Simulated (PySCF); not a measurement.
C₃H₁₀O₂Si, SMILES CCO[Si@@H](C)O. The structure is a stationary point at PBE-D3(BJ)/def2-SVP. The structure was generated by enumeration; whether it is a known compound was not checked. Other conformers were not sampled.

Computed equilibrium geometry at PBE-D3(BJ)/def2-SVP (PySCF confirms it by a frequency run) as a Z-matrix (one conformer of several):
```
O
C 1 1.4194
H 2 1.1168 1 110.13
H 2 1.1179 3 106.42 1 -120.15
C 2 1.5203 3 109.79 4 -119.01
H 5 1.1084 2 110.40 3 -62.72
H 5 1.1085 6 107.95 2 120.96
H 5 1.1087 6 108.48 7 117.38
Si 1 1.6831 2 124.15 3 -78.01
O 9 1.6732 1 107.26 2 -162.14
H 10 0.9729 9 114.35 1 52.89
H 9 1.5123 10 112.29 11 -64.16
C 9 1.8675 12 111.62 1 -123.34
H 13 1.1087 9 110.16 12 178.49
H 13 1.1088 14 108.28 9 -121.76
H 13 1.1091 14 108.30 15 -116.92
```
